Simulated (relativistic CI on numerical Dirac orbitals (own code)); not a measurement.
## Cs LV: sensitivity of the levels to the model

Base calculation: Dirac-Coulomb-Breit CI, separate exchange-only KLI orbitals for each configuration, model QED (radiative potential, 1s self-energy scaled to tabulated hydrogen-like ionisation energies).

CI space: 1s, 2s, 2p, 3s, 3p, 3d, 4s, 4p, 4d, 4f, 5s, 5p, 5d, 5f, 5g, 6s, 6p, 6d. Levels of other configurations are missing.

Variants: (1) QED terms removed; (2) non-relativistic limit. Shifts of the energy above 1s ²S1/2, in eV, for the lowest level and the first level of each name with at least 55 % of one term (blank where a level changes its place among those of its configuration and J or its character, or is not in the variant):

```tsv
Level	Base	Δ(1)	Δ(2)
1s ²S1/2	0.0	0.0	0.0
2p ²P°1/2	32057.4	+46.1	-1190.9
2s ²S1/2	32065.1	+38.9	-1198.5
2p ²P°3/2	32519.2	+45.4	-1652.7
3p ²P°1/2	38140.4	+46.4	-1557.7
3s ²S1/2	38142.7	+44.2	-1560.0
3d ²D3/2	38277.3	+46.5	-1694.7
3p ²P°3/2	38277.7	+46.2	-1695.0
3d ²D5/2	38319.5	+46.4	-1736.9
4p ²P°1/2	40250.2	+46.4	-1666.8
4s ²S1/2	40251.1	+45.5	-1667.7
4d ²D3/2	40307.7	+46.5	-1724.4
4p ²P°3/2	40307.9	+46.4	-1724.5
4f ²F°5/2	40325.5	+46.5	-1742.2
```
